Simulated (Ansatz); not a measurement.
Program: Ansatz. Geometries: PBE0-D4/def2-TZVP. ΔE: electronic, gas phase. CCSD(T)/CBS adds triple-zeta CCSD(T) − MP2 to the extrapolated MP2 energy (def2 sets, frozen cores). Functionals use def2-TZVPP. def2 core potentials past Kr. For Ga, Sb, Se outer-core shells are correlated without core-valence functions, which leaves a few kJ/mol of doubt a bond. Scalar relativity is left out up to krypton. Each species was taken in one conformer, which may not be the lowest.

`[OH][SbH][SiH2][SeH]` + `[OH][GaH2]` → `[OH][GaH][SeH]` + `[OH][SbH][SiH3]`  (formal exchange of groups at the Se–Si bond)

| level | ΔE (kJ/mol) |
| --- | --- |
| PBE0 | -41.4 |
| HF/def2-SVP | -56.9 |

What does CCSD(T)/CBS give? (Best estimate.)

The calculation gave: -39.7 kJ/mol. The listed levels differ from it by -1.7, -17.2 kJ/mol.

Largest T1 diagnostic among the species: 0.015.

The D4 term adds +7.8 kJ/mol with B3LYP and +4.1 kJ/mol with PBE0; it sums over pairs of atoms, weighted by their polarisabilities, and B3LYP, whose exchange is more repulsive, gets the larger term. Leaving LDA and LC-ωPBE aside and taking each functional with its dispersion term where it has one, the values, not all of them listed here, spread over 11.5 kJ/mol, from B2PLYP to revPBE-D4. LDA lies +10.5 kJ/mol from PBE without D4.

CCSD(T)/CBS has its own doubt, a few kJ/mol and more with outer-core shells, so smaller differences from it don't rank the levels.

B3LYP here is the variant with VWN-RPA as its local correlation; programs differ in this.
